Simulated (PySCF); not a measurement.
Several compounds and their computed core spectra got separated.

Computed, not measured: PySCF, delta-SCF UKS SCAN, pcX-2 on the ionised atom, pcseg-1 elsewhere, spin-free X2C. Geometries: PBE0-D3(BJ)/def2-SVP; isolated species, one conformer each.

Line lists (1s up to Mg, 2p3/2 beyond, nothing for Ge; areas count atoms within a level, one atom standing for each set equivalent by bonding):
1. C 1s: 292.26 eV; F 1s: 692.52 eV; Si 2p3/2: 108.35 eV; Cl 2p3/2: 206.46 eV
2. O 1s: 538.98 eV; Si 2p3/2: 108.71 eV
3. C 1s: 290.16 eV
4. C 1s: 290.86 (area 1), 290.90 (area 1), 290.95 (area 1), 291.07 (area 1), 291.08 (area 1), 293.08 (area 1), 293.16 (area 1) eV; O 1s: 537.60 eV; F 1s: 692.32 eV

Structures:
A. `F[SiH2]CCl`
B. `[CH3][GeH2][CH3]`
C. `O=C1C[C@@H]2C[C@H](F)[C@H]1C2`
D. `O[Si](O)(O)O`

Task: Which list belongs to which compound?

Result: 
- 1 = A: no other candidate has this set of levels. C 1s: 292.26 sp3 C–Cl carbon; F 1s: 692.52 silicon-bound fluorine; Si 2p3/2: 108.35 fluorine-bound silicon; Cl 2p3/2: 206.46 alkyl chlorine.
- 2 = D: no other candidate has this set of levels. O 1s: 538.98 silanol oxygen (×4); Si 2p3/2: 108.71 oxygen-bound silicon.
- 3 = B: no other candidate has this set of levels. C 1s: 290.16 sp3 carbon bound to germanium (×2).
- 4 = C: no other candidate has this set of levels. C 1s: 290.86 sp3 carbon next to a carbonyl, 290.90 sp3 carbon at a ring junction, 290.95 ring CH2 carbon, 291.07 ring CH2 carbon, 291.08 sp3 carbon at a ring junction, 293.08 sp3 C–F carbon, 293.16 ketone carbonyl carbon; O 1s: 537.60 ketone oxygen; F 1s: 692.32 alkyl fluorine.

The 2p values aren't plain energy differences: one relaxed spin-free 2p hole is combined with a matrix within the shell (ground-state 2p orbital-energy differences and spin–orbit coupling). 2p3/2, the mean of its two sublevels, lies a third of the splitting below the shell's mean and 2p1/2 two thirds above it; the statistical areas are 2:1.
